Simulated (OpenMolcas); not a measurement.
Ta2+ (d3) among equal point charges was computed by CASSCF with the d shell active (OpenMolcas, ANO-RCC-VTZP on the metal). Its lowest spin-free states, and all those of the highest spin:

```csv
2S+1,Degeneracy,E (cm-1)
4,1,0.0
2,2,10594
2,2,11048
2,1,11409
4,2,15059
2,1,15629
4,1,15906
2,2,16492
4,1,21641
4,2,21871
2,1,23849
2,1,25734
4,2,34488
4,1,37013
```

Is the site octahedral, tetrahedral or cube-like, axial, or of lower symmetry?

The states with 2S+1 = 4 have orbital degeneracies 1, 2, 1, 1, 2, 2, 1. There are pairs but no triples, so the site is axial: not cubic, but with a proper or improper axis of order three or more. The run had Ta2+ among 6 point charges of -1.7 e arranged as a trigonal antiprism (D3d), 2.21 Å from the ion, with a polar angle of 53.6° against the regular 54.74°. The active orbitals were held to one l.

Without dynamic correlation the repulsion within the d shell is too large (B by tens of per cent), so at a given field states of lower spin stand too high. This is an electrostatic model: the charges have no orbitals. No measured value stands beside these numbers.
